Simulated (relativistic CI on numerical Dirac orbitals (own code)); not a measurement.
**La⁵³⁺: what numerical and physical settings do to a radial Dirac CI calculation**

Reference input:

```
atom La  Z=57  charge=53  electrons=4
nucleus A=139  rms_radius_fm=4.8550
hamiltonian dirac-coulomb  breit=on  qed=on  c_scale=1
orbitals kli  potential=per-configuration
slater_scale 1
correlation none
mixing on
grid step=0.0125 r_max=2.5
scf mixing=0.4 start=green max_iterations=150 tolerance=2e-08 node_fill=0.05
configurations
  [He] 2s2
  [He] 2s 2p
  [He] 2p2
end
```

Computed lowest total energy -4160.72886 Ha, first excitation 912117.6 cm⁻¹, 21 SCF steps. Runs with settings changed; * marks those that are bad on purpose (the QED terms keep the true α when c is scaled):

```csv
Changed,Outcome,Lowest level,ΔE (Ha),First excitation (cm⁻¹),SCF steps,Message
"speed of light × 2, node fill of the KLI weights 0.01, QED terms off",converged,2s² ¹S0,143,802868.7,21,
SCF tolerance 1e-06,converged,2s² ¹S0,1.34e-08,912117.6,19,
grid step 0.006,converged,2s² ¹S0,-5.97e-05,912117.6,21,
QED terms off,converged,2s² ¹S0,-4.37,971447.6,21,
grid step 0.002 *,refused,,,,0,"the grid has 7366 points, outside 40 to 4096"
charge 54 *,refused,,,,0,"configuration [He] 2s2 has 4 electrons, the ion has 3"
```
